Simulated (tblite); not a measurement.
Compound: C6H10P2.
Cartesian coordinates in Å at the GFN2-xTB level; atoms count from 1:
```xyz
18
C6H10P2 angstrom
C     -3.7229    0.7557    1.3839
C     -3.2968    0.3980    0.3236
C     -2.7380   -0.0321   -0.9349
P     -1.0208    0.6869   -1.1630
C     -0.1790   -0.2683    0.1224
C      1.1121   -0.5781    0.0276
P      2.0586   -0.2519   -1.4822
C      3.7391   -0.0960   -0.7235
H     -4.1210    1.0604    2.3052
H     -2.6856   -1.1251   -0.9701
H     -3.3606    0.3271   -1.7601
H     -0.6700   -0.1655   -2.2232
H     -0.7543   -0.4674    1.0203
H      1.6197   -1.1372    0.8059
H      1.7767    1.1211   -1.5214
H      3.7171    0.5496    0.1528
H      4.4224    0.3155   -1.4645
H      4.0944   -1.0863   -0.4401
```

Computed with GFN2-xTB (tblite): harmonic, unscaled wavenumbers at the GFN2-xTB geometry, gas phase. Against measured fundamentals such values can be off by several per cent, at times by over 20. Modes of hydrogen on phosphorus can be 10 to 20 % off. One conformer, not necessarily the lowest.

Harmonic wavenumbers (cm⁻¹): 27.3, 47.4, 61.4, 94.5, 131.9, 176.8, 191.0, 230.9, 293.9, 352.6, 390.9, 493.4, 625.8, 638.2, 651.1, 683.9, 704.7, 733.7, 739.9, 755.8, 817.0, 851.2, 861.2, 872.7, 877.6, 893.7, 976.5, 1012.5, 1096.5, 1119.7, 1177.5, 1250.6, 1315.6, 1397.5, 1443.2, 1453.3, 1597.2, 2204.0, 2224.4, 2284.4, 2919.2, 2936.6, 2997.0, 3001.1, 3003.4, 3013.5, 3017.1, 3398.5.

A = 4453, B = 567.7, C = 527.2 MHz; mass 144.026 u (most abundant isotopes); point group C1, symmetry number 1.

Question: Zero-point energy?

Answer: ½Σν̃ = 29019 cm⁻¹ = 347.14 kJ/mol.

Question: What is S at 298.15 K and 1 bar for an ideal gas of classical rigid rotors and harmonic oscillators?

Answer: Translation 170.84, rotation 124.97, vibration 153.07: S = 448.9 J/(mol K).

Question: And Cp and H(298.15 K) − H(0)?

Answer: Cp = 174.05 J/(mol K), of which vibrations give 140.79 (their classical limit is 48 R = 399.1); H(298.15 K) − H(0) = 32.18 kJ/mol without the zero-point energy, 22.27 from vibrations.

Question: Blend soft modes into free rotors: weight 1/[1 + (100 cm⁻¹/ν̃)⁴] for the oscillator and the rest for a rotor with moment μB/(μ + B), μ = h/(8π²ν), B = 10⁻⁴⁴ kg m². What vibrational entropy results?

Answer: 134.24 J/(mol K) in place of 153.07, which changes −T·S at 298.15 K by +5.61 kJ/mol.

Question: Which modes carry the vibrational entropy at 298.15 K?

Answer: 27.3 cm⁻¹: 25.17; 47.4 cm⁻¹: 20.60; 61.4 cm⁻¹: 18.46; 94.5 cm⁻¹: 14.91; 131.9 cm⁻¹: 12.21; 176.8 cm⁻¹: 9.88 J/(mol K); the other 42 give 51.83 together.

Hindered rotation and anharmonicity are outside this model. Other conformers, if any are populated, would add a mixing term that is left out. The structure is chiral; the term R ln 2 for an equal mix with its mirror image is left out.
